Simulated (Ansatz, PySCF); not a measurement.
Two conformers of C2H9NSi (SMILES CCN[SiH3]), B3LYP-D3(BJ)/def2-TZVP minima.
Conformer 1 (charge 0, multiplicity 1):
```csv
atom,x (Å),y (Å),z (Å)
C,-1.9672,-0.0588,-0.1046
C,-0.5937,0.5810,0.0459
N,0.4734,-0.3064,-0.4000
Si,2.0621,-0.3049,0.2554
H,-2.0253,-0.9836,0.4710
H,-2.7525,0.6182,0.2380
H,-2.1690,-0.2995,-1.1517
H,-0.4157,0.8150,1.0996
H,-0.5764,1.5404,-0.4892
H,0.3492,-0.6343,-1.3464
H,2.8438,0.9430,0.0229
H,2.7988,-1.4296,-0.3664
H,1.9725,-0.4807,1.7255
```
Conformer 2 (charge 0, multiplicity 1):
```xyz
13

C     -1.2695    -0.0373     0.9755
C     -0.9963    -0.2522    -0.5064
N      0.4117    -0.5466    -0.7669
Si     1.7486     0.3656    -0.1738
H     -2.3319     0.1472     1.1424
H     -0.9702    -0.9120     1.5547
H     -0.7232     0.8261     1.3629
H     -1.3355     0.6322    -1.0642
H     -1.5950    -1.0952    -0.8607
H      0.5586    -1.0092    -1.6504
H      2.9406    -0.1328    -0.8981
H      1.9412     0.1807     1.2842
H      1.6208     1.8333    -0.3993
```

No zero-point or thermal terms.

Rows in 6-31G* carry no dispersion term and start afresh at each structure (6-31G* with six Cartesian d functions).

The values were computed with Ansatz (Gaussian orbitals); PySCF for 6-31G* rows, M06-2X. 

Predict the electronic energy of conformer 2 less that of conformer 1 from revPBE/def2-TZVPP.

1.5 kcal/mol

Ansatz is a first-principles code.
